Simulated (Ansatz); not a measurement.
Diatomic GeS, closed-shell singlet (the spin of the measured ground state). No spin–orbit coupling. Ge is treated without relativity.

The constants come from a fifth-degree fit in 1/R (seven points, main isotopes). Runs in def2 and cc sets follow the lowest solution found near the PBE0 minimum. The singlet is held restricted.

Correlated levels freeze the inner cores; with def2 sets outer-core shells near the valence are correlated too. CBS(a, b) extrapolates the correlation energy as X⁻³ and adds the Hartree–Fock energy of set b.

Programs: Ansatz (Gaussian basis) for Hartree–Fock, density functionals and correlated methods. Each number belongs to the level named beside it.

Quantity: ω_e, from seven points a level.

Costs are ratios of core time to PBE/def2-TZVPP (roughly 3 s), for whole runs (searches for the state included, and forces where a run took them) on one shared machine, so rough; each error counts from the measured 579.2 cm⁻¹ [NIST CCCBDB].

| level | basis functions | cost | error (cm⁻¹) |
|---|---|---|---|
| SVWN5/def2-TZVPP | 90 | ×0.9 | -4 |
| PBE/def2-TZVPP | 90 | ×1 | -20 |
| r2SCAN/def2-TZVPP | 90 | ×2 | 5 |
| B3LYP/def2-TZVPP | 90 | ×2 | -6 |
| BHLYP/def2-TZVPP | 90 | ×2 | 29 |
| B2PLYP/def2-TZVPP | 90 | ×2 | -10 |
| CAM-B3LYP/def2-TZVPP | 90 | ×2 | 25 |
| B97M-V/def2-TZVPP | 90 | ×3 | 9 |
| wB97X-V/def2-TZVPP | 90 | ×4 | 41 |
| CCSD(T)/def2-TZVPP | 90 | ×4 | -4 |
| CCSD(T)/def2-QZVPP | 159 | ×20 | 1 |
| CCSD(T)/CBS(def2-TZVPP, def2-QZVPP) | - | ×30 | 7 |

What the step from CCSD(T)/def2-TZVPP to CCSD(T)/def2-QZVPP costs and buys: 90 to 159 functions, cost ×7 (rough); the error goes from -4 to 1 cm⁻¹.

Ansatz is an electronic-structure program.
